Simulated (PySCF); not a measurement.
# What a mistake does to a calculation on B2H4NO

Calculated results; nothing here was measured. The program is PySCF 2.14.0, an open-source quantum chemistry code, run on an isolated molecule that a program drew, which may never have been made. The molecule is B2H4NO (charge 0, doublet), drawn as the SMILES string `[BH]B(N)O`.

Each row is a Hartree-Fock (HF) and frozen-core CCSD(T) single point in the cc-pVDZ basis, meant for a local HF minimum. Run 1 is clean. Each other run has one planted mistake out of seven kinds, and not every kind appears here: one electron removed, one electron added, multiplicity raised by two, geometry at a saddle point, minimal basis STO-3G, one bond length entered in bohr, all coordinates scaled. The reference is restricted for singlets and unrestricted otherwise, and also for a bond in bohr. Adding or removing an electron swaps singlet and doublet. Electrons count all cores. HOMO and LUMO are orbital energies over both spins, the gradient is its largest component, and the lowest frequency (negative if imaginary) is given only where the gradient is small. Bond lengths are over the 7 bonds as drawn. T1 is the CCSD diagnostic: over 0.02 (restricted) or 0.045 (unrestricted) a single reference is doubtful.

Geometry of the clean run:
```xyz
8
B2H4NO, angstrom
B    -0.7034    2.0881   -1.6658
B    -0.7511    0.3929   -1.7682
N    -1.0641   -0.2802   -2.9696
O    -0.5057   -0.2920   -0.6019
H     0.0822    2.9836   -1.7512
H    -1.2673    0.1946   -3.8227
H    -1.1285   -1.2746   -3.0492
H    -0.5789   -1.2316   -0.6744
```

| run | electrons | basis functions | <S^2> | HOMO (eV) | LUMO (eV) | gradient (hartree/bohr) | lowest frequency (cm^-1) | mean bond (Å) | longest bond (Å) | T1 | HF (hartree) | CCSD(T) (hartree) | mistake |
|---|---|---|---|---|---|---|---|---|---|---|---|---|---|
| 1 | 29 | 76 | 0.758 | -8.32 | 2.03 | 2.1e-05 | 245 | 1.2318 | 1.699 | 0.0138 | -181.03440 | -181.57638 | no fault |
| 2 | 29 | 24 | 0.755 | -6.55 | 7.12 | 6.0e-02 | - | 1.2318 | 1.699 | 0.0160 | -178.62871 | -178.81253 | minimal basis STO-3G |
| 3 | 29 | 76 | 0.755 | -8.49 | 1.59 | 3.8e-05 | -421 | 1.2363 | 1.734 | 0.0148 | -181.02826 | -181.57175 | geometry at a saddle point |
| 4 | 30 | 76 | 0.000 | 0.96 | 8.70 | 7.1e-02 | - | 1.2318 | 1.699 | 0.0134 | -180.95883 | -181.53619 | ? |
| 5 | 29 | 76 | 3.758 | -7.75 | -0.93 | 9.2e-02 | - | 1.2318 | 1.699 | 0.0296 | -180.88705 | -181.42162 | ? |

**Which mistake was planted in run 4, and what did it cost?**

It counts 30 electrons, one more than the clean run, at the same geometry and basis. So the mistake is: one electron added. Subtracting run 1 and multiplying by 627.51 kcal/mol a hartree, the energy moved by 47.4 kcal/mol in HF and 25.2 kcal/mol in CCSD(T).

**Which mistake was planted in run 5, and what did it cost?**

Electrons, basis and geometry are unchanged, and <S^2> is 3.758, beside S(S+1) = 3.75 for a multiplicity of 4. So the mistake is: multiplicity raised by two. Subtracting run 1 and multiplying by 627.51 kcal/mol a hartree, the energy moved by 92.5 kcal/mol in HF and 97.1 kcal/mol in CCSD(T).

Cautions from the logs. Run 4: the HOMO is above zero, so the electron isn't bound and the energy depends on the basis.
